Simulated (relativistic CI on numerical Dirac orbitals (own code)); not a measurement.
# Level scheme of Gd XIV

Method of calculation: Dirac-Coulomb-Breit CI, KLI orbitals optimised for each configuration, model QED, unscaled Slater integrals (own radial code, finite nucleus).

Configuration list (outside the closed core [Kr] 4d10): 4f⁵, 4f⁴5p, 4f³5s², 4f³5s5p, 4f³5p², 4f⁴5d. Levels of other configurations are missing.

The lowest level is 4f³5s² ⁴I°9/2, with 94 % of that term; Hund's rules for 4f³5s² give ⁴I° with J = 9/2, in agreement.

| No. | Configuration | Term | J | E (cm⁻¹) | % | Lifetime (s) | jj configuration (%) |
| --- | --- | --- | --- | --- | --- | --- | --- |
| 1 | 4f³5s² | ⁴I° | 9/2 | 0.0 | 94 |  | 4f5/2^3 (64) |
| 2 | 4f³5s² | ⁴I° | 11/2 | 4543.6 | 97 | 2.57e-01 | 4f5/2^2 4f7/2 (87) |
| 3 | 4f³5s² | ⁴I° | 13/2 | 9221.9 | 98 | 2.04e-01 | 4f5/2 4f7/2^2 (78) |
| 4 | 4f³5s² | ⁴I° | 15/2 | 13940.4 | 96 | 2.99e-01 | 4f7/2^3 (47) |
| 5 | 4f³5s² | ⁴F° | 3/2 | 24098.1 | 89 |  | 4f5/2^3 (47) |
| 6 | 4f³5s² | ²H° | 9/2 | 24519.2 | 65 | 4.51e-02 | 4f5/2^2 4f7/2 (51) |
| 7 | 4f³5s² | ⁴F° | 5/2 | 26695.2 | 95 | 1.43e+00 | 4f5/2^2 4f7/2 (72) |
| 8 | 4f³5s² | ⁴S° | 3/2 | 28554.5 | 89 | 5.17e+00 | 4f5/2^2 4f7/2 (59) |
| 9 | 4f³5s² | ⁴F° | 7/2 | 28657.8 | 82 | 1.31e+00 | 4f5/2^2 4f7/2 (65) |
| 10 | 4f³5s² | ⁴F° | 9/2 | 31421.1 | 73 | 1.18e-01 | 4f5/2 4f7/2^2 (82) |
| 11 | 4f³5s² | ²H° | 11/2 | 32218.2 | 92 | 5.21e-02 | 4f5/2 4f7/2^2 (68) |
| 12 | 4f³5s² | ²G° | 7/2 | 35122.4 | 64 | 1.20e-01 | 4f5/2^2 4f7/2 (55) |
| 13 | 4f³5s² | ⁴G° | 5/2 | 36178.6 | 96 | 1.17e+00 | 4f5/2^2 4f7/2 (41) |
| 14 | 4f³5s² | ²K° | 13/2 | 37536.6 | 96 | 5.42e-02 | 4f5/2^2 4f7/2 (66) |
| 15 | 4f³5s² | ⁴G° | 7/2 | 40080.0 | 77 | 1.87e-01 | 4f5/2^2 4f7/2 (49) |
| 16 | 4f³5s² | ⁴G° | 9/2 | 41191.2 | 54 | 5.90e-02 | 4f5/2 4f7/2^2 (53) |
| 17 | 4f³5s² | ²K° | 15/2 | 42185.6 | 90 | 3.65e-02 | 4f5/2^2 4f7/2 (48) |
| 18 | 4f³5s² | ²D° | 3/2 | 43137.2 | 45 | 3.56e-02 | 4f5/2 4f7/2^2 (58) |
| 19 | 4f³5s² | ²G° | 9/2 | 44248.6 | 45 | 6.27e-02 | 4f7/2^3 (58) |
| 20 | 4f³5s² | ⁴G° | 11/2 | 46124.9 | 91 | 1.33e-01 | 4f5/2 4f7/2^2 (43) |
| 21 | 4f³5s² | ²P° | 1/2 | 47124.8 | 92 | 9.06e-02 | 4f5/2^2 4f7/2 (52) |
| 22 | 4f³5s² | ²D° | 5/2 | 48319.4 | 95 | 5.99e-02 | 4f5/2 4f7/2^2 (71) |
| 23 | 4f³5s² | ²P° | 3/2 | 54678.8 | 47 | 2.77e-02 | 4f7/2^3 (75) |
| 24 | 4f³5s² | ²I° | 11/2 | 57880.5 | 84 | 1.02e-01 | 4f5/2^2 4f7/2 (69) |
| 25 | 4f³5s² | ⁴D° | 3/2 | 59110.3 | 72 | 2.44e-01 | 4f5/2^2 4f7/2 (74) |
| 26 | 4f³5s² | ⁴D° | 5/2 | 59604.9 | 72 | 1.01e-01 | 4f5/2^2 4f7/2 (64) |
| 27 | 4f³5s² | ²L° | 15/2 | 59631.1 | 92 | 5.67e-02 | 4f5/2 4f7/2^2 (44) |
| 28 | 4f³5s² | ²I° | 13/2 | 60948.0 | 97 | 8.80e-02 | 4f5/2 4f7/2^2 (86) |
| 29 | 4f³5s² | ⁴D° | 1/2 | 61002.8 | 92 | 2.76e-01 | 4f5/2 4f7/2^2 (52) |
| 30 | 4f³5s² | ²L° | 17/2 | 62899.9 | 98 | 1.31e-01 | 4f5/2 4f7/2^2 (98) |
| 31 | 4f³5s² | ⁴D° | 7/2 | 65028.6 | 96 | 2.25e-01 | 4f5/2 4f7/2^2 (67) |
| 32 | 4f³5s² | ²H° | 9/2 | 66971.9 | 96 | 5.51e-02 | 4f5/2 4f7/2^2 (51) |
| 33 | 4f³5s² | ²D° | 3/2 | 69575.6 | 74 | 3.74e-02 | 4f5/2 4f7/2^2 (73) |
| 34 | 4f³5s² | ²H° | 11/2 | 70290.2 | 83 | 3.31e-02 | 4f5/2 4f7/2^2 (47) |
| 35 | 4f³5s² | ²D° | 5/2 | 72259.0 | 49 | 2.56e-02 | 4f5/2 4f7/2^2 (55) |
| 36 | 4f³5s² | ²F° | 5/2 | 80528.0 | 69 | 1.28e-02 | 4f7/2^3 (50) |
| 37 | 4f³5s² | ²F° | 7/2 | 83506.1 | 95 | 1.49e-02 | 4f7/2^3 (43) |
| 38 | 4f³5s² | ²G° | 9/2 | 98423.4 | 97 | 3.44e-02 | 4f5/2 4f7/2^2 (62) |
| 39 | 4f³5s² | ²G° | 7/2 | 100695.9 | 97 | 4.77e-02 | 4f5/2 4f7/2^2 (55) |
| 40 | 4f⁵ | ⁶H° | 5/2 | 117428.7 | 96 | 1.43e+01 | 4f5/2^3 4f7/2^2 (34) |
| 41 | 4f⁵ | ⁶H° | 7/2 | 119067.2 | 97 | 2.28e+00 | 4f5/2^4 4f7/2 (40) |
| 42 | 4f⁵ | ⁶H° | 9/2 | 120972.0 | 98 | 1.25e+00 | 4f5/2^3 4f7/2^2 (59) |
| 43 | 4f⁵ | ⁶H° | 11/2 | 123056.1 | 98 | 1.03e+00 | 4f5/2^2 4f7/2^3 (50) |
| 44 | 4f⁵ | ⁶H° | 13/2 | 125251.8 | 97 | 1.14e+00 | 4f5/2^2 4f7/2^3 (46) |
| 45 | 4f⁵ | ⁶H° | 15/2 | 127501.9 | 96 | 1.91e+00 | 4f5/2^2 4f7/2^3 (39) |

Energies count from the lowest computed level; ° marks odd parity; lifetimes are radiative, by E1, M1, E2, M2 decay to levels of this space only; some are left blank where a channel outside the calculation adds to the decay or the decay crosses a small, uncertain gap. Filled j subshells are mostly left out of the jj labels.

The mean weight of the leading LS term, summed over parents, in these 45 levels is 85 %, and that of the leading jj configuration (from the same eigenvectors) 59 %, so LS coupling describes them better.

At this charge transitions that keep the count of f electrons are usually good to a few per cent. Terms inside the open d or f shell come out 10 to 20 % too wide with unscaled integrals. Levels and lines within the n = 5 or 6 shells can be off by up to 10 % or somewhat more, and those that change n by about 2 %, since core polarisation is missing. Levels that differ in their count of f electrons can be misplaced by several ten thousand cm⁻¹, since the correlation energy of f electrons is missing or only estimated; rates across such gaps can be off by orders of magnitude. The computed lowest level isn't the tabulated ground level, which NIST ASD gives as 4f5 6H°5/2; for such ions that label comes from theory and may be the wrong one.

Landé's interval rule says that E(J) − E(J−1) = AJ with one A. For the ground term the intervals give A = 826.1, 719.7, 629.1 cm⁻¹ for J = 11/2, 13/2, 15/2; the multiplet is regular.

LS names give the leading component of a level, which can be under half, so a name can repeat, a term be missing and a line seem to break the LS rules.
